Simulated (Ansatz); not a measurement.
Isolated molecules relaxed with PBE0-D4/def2-TZVP in Ansatz; ΔE leaves out vibrations. CCSD(T)/CBS adds triple-zeta CCSD(T) − MP2 to the extrapolated MP2 energy (def2 sets, frozen cores). This one scheme is used for every species. DFT in def2-TZVPP. B3LYP here is the variant with VWN-RPA as its local correlation; programs differ in this. HSE06 is defined as in plane-wave codes. For Ga outer-core shells are correlated without core-valence functions, which leaves a few kJ/mol of doubt a bond. Scalar relativity is left out up to krypton. One conformer a species, not always the lowest.

`[CH3][Ga]([CH3])[NH2]` + H₂O → `[CH3][Ga]([NH2])[OH]` + CH₄  (formal hydrolysis of a Ga–C bond)

```
             level  ΔE (kcal/mol)  difference from CCSD(T)/CBS
       LDA (SPW92)          -17.3                          0.3
            PBE-D4          -17.6                          0.0
         revPBE-D4          -17.5                          0.1
           BLYP-D4          -19.5                         -1.9
         r2SCAN-D4          -19.6                         -2.0
            B97M-V          -20.2                         -2.6
           PBE0-D4          -17.5                          0.1
          B3LYP-D4          -19.3                         -1.7
        r2SCANh-D4          -19.3                         -1.7
        r2SCAN0-D4          -19.0                         -1.4
          HSE06-D4          -17.5                          0.1
          BHLYP-D4          -19.8                         -2.2
           ωB97M-V          -18.4                         -0.8
            B2PLYP          -20.1                         -2.5
          PBE-QIDH          -18.4                         -0.8
               PBE          -18.1                         -0.5
            revPBE          -18.3                         -0.7
              BLYP          -20.4                         -2.8
            r2SCAN          -19.8                         -2.2
              PBE0          -17.9                         -0.3
             B3LYP          -20.1                         -2.5
           r2SCANh          -19.5                         -1.9
           r2SCAN0          -19.1                         -1.5
             HSE06          -17.9                         -0.3
             BHLYP          -20.5                         -2.9
         CAM-B3LYP          -20.4                         -2.8
           LC-ωPBE          -18.8                         -1.2
       HF/def2-SVP          -22.8                         -5.2
      MP2/def2-SVP          -22.4                         -4.8
     HF/def2-TZVPP          -22.0                         -4.4
    MP2/def2-TZVPP          -18.7                         -1.1
SCS-MP2/def2-TZVPP          -19.8                         -2.2
   CCSD/def2-TZVPP          -18.7                         -1.1
CCSD(T)/def2-TZVPP          -18.5                         -0.9
     HF/def2-QZVPP          -22.1                         -4.5
    MP2/def2-QZVPP          -18.3                         -0.7
SCS-MP2/def2-QZVPP          -19.4                         -1.8
      HF/CBS(def2)          -22.1                         -4.5
     MP2/CBS(def2)          -17.9                         -0.3
    CCSD/CBS(def2)          -17.8                         -0.2
       CCSD(T)/CBS          -17.6                            0
```

What do rigid-rotor, harmonic-oscillator terms from PBE0-D4/def2-TZVP frequencies (298.15 K, 1 bar) make of the CCSD(T)/CBS value? (An estimate is asked.)

The calculation gave: ΔZPE = +0.6 kcal/mol, ΔH = -17.3 kcal/mol, ΔS = -10 J/(mol·K), ΔG = -16.5 kcal/mol. Modes under 50 cm⁻¹ make the entropy rough.

Largest T1 diagnostic among the species: 0.013.

Leaving LDA and LC-ωPBE aside and taking each functional with its dispersion term where it has one, the values spread over 2.7 kcal/mol, from B97M-V to PBE0-D4. LDA lies +0.9 kcal/mol from PBE without D4. The D4 term adds +0.8 kcal/mol with B3LYP and +0.5 kcal/mol with PBE0; it sums over pairs of atoms, weighted by their polarisabilities, and B3LYP, whose exchange is more repulsive, gets the larger term. At CCSD(T), def2-SVP lies −4.3 kcal/mol from the extrapolated value and def2-TZVPP −0.9 kcal/mol.
